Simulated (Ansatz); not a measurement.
ReO3(NH2) (ReNO₃H₂). The state is a triplet with charge 0. Geometry r2SCAN-D4/def2-SVP, that of the neutral singlet; atoms count from 1.

```xyz
7

Re   -0.399    0.460   -0.428
O    -2.040   -0.032   -0.380
O    -0.270    2.045    0.202
O     0.155    0.355   -2.044
N     0.694   -0.688    0.653
H     0.852   -0.531    1.646
H     1.009   -1.608    0.350
```

In the def2 sets Re takes a core potential; there is no spin–orbit coupling. At PBE0-D4/def2-TZVP a singlet of charge 0 lies 3.77 eV below the triplet at the same geometry.

Question: Estimate the Mulliken populations from the PBE0/def2-TZVP orbitals of Ansatz.

Answer: 
```tsv
atom	charge (e)	spin (α − β)	d electrons
Re1	1.33	0.45	4.60
O2	-0.37	0.54	–
O3	-0.49	0.18	–
O4	-0.35	0.70	–
N5	-0.67	0.10	–
H6	0.28	0.02	–
H7	0.27	0.02	–
```
Mulliken values and Mayer orders depend strongly on the basis.

Question: Where does the spin sit?

Answer: Summed by element: Re 0.45, O 1.42, N 0.10, H 0.03, of 2 unpaired in all. Largest on single atoms: O4 0.70, O2 0.54, Re1 0.45.

Question: And the Mayer bond orders between bonded heavy atoms (over 0.3)?

Answer: Re1–O2 1.59 (1.71 Å); Re1–O3 1.89 (1.71 Å); Re1–O4 1.49 (1.71 Å); Re1–N5 1.13 (1.92 Å).
